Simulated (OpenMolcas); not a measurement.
Consider [Cu2(μ-F)2(F)4]2-, a planar model complex in vacuum (2 bridging F, bridge angle 90°, metal-metal distance 2.73 Å, Cu–F 1.93 Å; typed geometry, not optimised).

```xyz
8

Cu    -1.3647     0.0000     0.0000
Cu     1.3647     0.0000     0.0000
F      0.0000     1.3647     0.0000
F      0.0000    -1.3647     0.0000
F     -2.7012     1.3364     0.0000
F     -2.7012    -1.3364     0.0000
F      2.7012     1.3364     0.0000
F      2.7012    -1.3364     0.0000
```

Problem. Give the energies of the total-spin states at CASSCF(2,2) on the singly occupied d orbitals (ANO-RCC-VDZP, scalar-relativistic DKH2, RICD, no spin-orbit coupling, OpenMolcas), and the exchange constant.

Solution. Local spins 1/2 and 1/2.

```
total S  E (cm⁻¹)  natural occupations, lowest and highest
-------  --------  ---------------------------------------
1             0.0                             1.000, 1.000
0            13.0                             0.991, 1.009
```

J = 6.5 cm⁻¹ (ferromagnetic).

J is defined by H = −2J S1·S2, so negative values are antiferromagnetic. Wave-function values come from the highest and lowest total spin; broken-symmetry values use Yamaguchi's formula with the computed ⟨S²⟩. The active space holds the singly occupied metal orbitals alone, without bridging-ligand orbitals. No row is a measured value.
